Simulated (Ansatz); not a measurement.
C4H3N2, SMILES [c]1cnccn1, multiplicity 2.

Coordinates come from a r2SCAN-D4/def2-SVP optimisation. The isomer is the one that the SMILES or the coordinates give; other isomers of the formula were not compared.

Two levels are set side by side: PBE/def2-SVPD (Ansatz, an electronic-structure program) and CAM-B3LYP/def2-SVPD (Ansatz). Energy differences of separate SCF runs at the same geometry; the states with an electron removed or added have multiplicity 1 and 1. Differences are taken from unrounded values.

```tsv
quantity	PBE
vertical ionisation energy (eV)	8.35
vertical electron affinity (eV)	0.41
```

**Question.** These are the PBE values. What does CAM-B3LYP give? (The exact figures need the calculation; the answer reports its results.)

**Answer.** 
```csv
quantity,CAM-B3LYP,PBE minus CAM-B3LYP
vertical ionisation energy (eV),9.09,-0.75
vertical electron affinity (eV),0.63,-0.21
```
